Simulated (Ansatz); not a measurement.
Stepwise reaction of `[OH][Mo]([OH])([F])([F])=[S]` with hydrogen chloride, as a gas-phase model of exchange steps in deposition or etching. ΔE in kJ/mol; ΔG adds harmonic PBE0-D4 terms to CCSD(T)/CBS, at 1 bar.

Isolated molecules relaxed with PBE0-D4/def2-TZVP in Ansatz; ΔE leaves out vibrations. CBS: MP2 limit from def2 TZ/QZ plus the TZ coupled-cluster correction, frozen cores. This one scheme is used for every species. DFT in def2-TZVPP. B3LYP here is the variant with VWN-RPA as its local correlation; programs differ in this. def2 core potentials past Kr. For Mo outer-core shells are correlated without core-valence functions, which leaves a few kJ/mol of doubt a bond. One conformer a species, not always the lowest.

| step | reaction | PBE-D4 | B3LYP-D4 | ωB97M-V | CCSD(T)/CBS | ΔG(600 K) |
| --- | --- | --- | --- | --- | --- | --- |
| 2 | `[OH][Mo]([F])([F])(=[S])[Cl]` + HCl → `[F][Mo]([F])(=[S])([Cl])[Cl]` + H₂O | -15.6 | -12.8 | -9.5 | -20.4 | -12.2 |

Problem. Give the row of step 1, `[OH][Mo]([OH])([F])([F])=[S]` + HCl → `[OH][Mo]([F])([F])(=[S])[Cl]` + H₂O. (Best estimate.)

Solution. Ansatz gave: 
```csv
step,reaction,PBE-D4,B3LYP-D4,ωB97M-V,CCSD(T)/CBS,ΔG(600 K)
1,`[OH][Mo]([OH])([F])([F])=[S]` + HCl → `[OH][Mo]([F])([F])(=[S])[Cl]` + H₂O,-18.8,-17.5,-14.9,-22.5,-22.5
```

Problem. By hand: ΔE of the 2 steps together at CCSD(T)/CBS.

Solution. (-22.5) + (-20.4) = -42.9 kJ/mol, or -21.4 kJ/mol a step.

In ΔE the steps differ by no more than 2.1 kJ/mol. All are downhill at CCSD(T)/CBS. ΔG lies between -22.5 and -12.2 kJ/mol a step. PBE-D4 differs from CCSD(T)/CBS by 3.7 to 4.8 kJ/mol a step. Only this route is followed, and other bonds may react first. Isolated molecules leave out the surface, adducts and barriers. Largest T1 diagnostic: 0.025.
